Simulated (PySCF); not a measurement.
# Working out the ionisation energy of Mo

Mo [Kr] 4d5 5s1 (7S) → Mo⁺ [Kr] 4d5 (6S). Calculation: PySCF 2.14, in aug-cc-pwCVDZ-PP with ECP28MDF; a scalar-relativistic core potential. Frozen: nothing. Energies in hartree (1 hartree = 27.21139 eV):

| part | Mo (lower) | Mo⁺ (upper) |
| --- | --- | --- |
| UHF | -67.344389 | -67.114838 |
| MP2 opposite-spin | -0.221282 | -0.213018 |
| MP2 same-spin | -0.143268 | -0.119526 |

What does Hartree-Fock give?

(-67.114838) − (-67.344389) = 0.229551 hartree = 6.246 eV.

What do MP2 and SCS-MP2 (6/5 opposite-spin, 1/3 same-spin) give?

The opposite-spin parts differ by 0.225 eV and the same-spin parts by 0.646 eV. MP2: 6.246 + (0.225) + (0.646) = 7.117 eV. SCS-MP2: 6.246 + 1.2 × (0.225) + (0.646)/3 = 6.731 eV.

Measured between the centres of the two terms (NIST): 7.092 eV, so MP2 (valence and next inner shell) is off by 0.025 eV.

A double-zeta basis recovers only part of the correlation energy.

What remains against the reference includes basis incompleteness and correlation beyond second order.
